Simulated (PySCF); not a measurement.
In³⁺ (indium, charge +3): HSE06 calculation

Configuration: [Kr] 4d10, closed-shell 1S. Calculation: PySCF 2.14, in aug-cc-pwCVTZ-PP with ECP28MDF (8s7p6d4f1g, 96 functions); a scalar-relativistic core potential.

- Total energy: -188.1757 hartree
- One-electron energy: -312.6952 hartree
- Hartree (Coulomb) energy: 140.5022 hartree
- Exchange-correlation energy: -15.9826 hartree
- ⟨S²⟩: 0.0000
- ⟨L²⟩: 0.000
- Sum of ⟨r⟩: 18.95 bohr
- Sum of ⟨r²⟩: 23.11 bohr²

| shell | electrons | mean orbital energy (hartree) | rms radius, mean of both spins (bohr) |
| --- | --- | --- | --- |
| 4s | 2 | -5.77504 | 0.909 |
| 4p | 6 | -4.17037 | 0.991 |
| 4d | 10 | -1.82859 | 1.25 |

Energies and moments cover only the electrons outside the core potential.
